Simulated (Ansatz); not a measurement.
Basis sets compared for Zn₂S⁺ (the lowest doublet isomer of a short search). Charge 1, multiplicity 2. Geometry r2SCAN-D4/def2-TZVP. Ansatz on 4 threads of Arm Neoverse V1 on a shared host; times are rough, and most runs start from earlier orbitals.

```tsv
atom	x (Å)	y (Å)	z (Å)
Zn1	-1.725	0.271	0.630
Zn2	1.783	0.442	-0.267
S3	-0.058	-0.713	-0.363
```

The structure comes from a short search, and lower isomers may exist.

```tsv
level	functions	energy (Eh)	HOMO (eV)	LUMO (eV)	wall time
PBE-D4/def2-SVP	80	-3955.3591	-10.01	-9.47	1.2 s
PBE0-D4/def2-SVP	80	-3955.4418	-10.53	-8.91	1.7 s
```

Estimate the rows for PBE-D4/def2-TZVP, PBE0-D4/def2-TZVP.


```
            level  functions  energy (Eh)  HOMO (eV)  LUMO (eV)  wall time
 PBE-D4/def2-TZVP        133   -3956.0310     -10.32      -9.78        2 s
PBE0-D4/def2-TZVP        133   -3956.0929     -10.79      -9.17      3.8 s
```
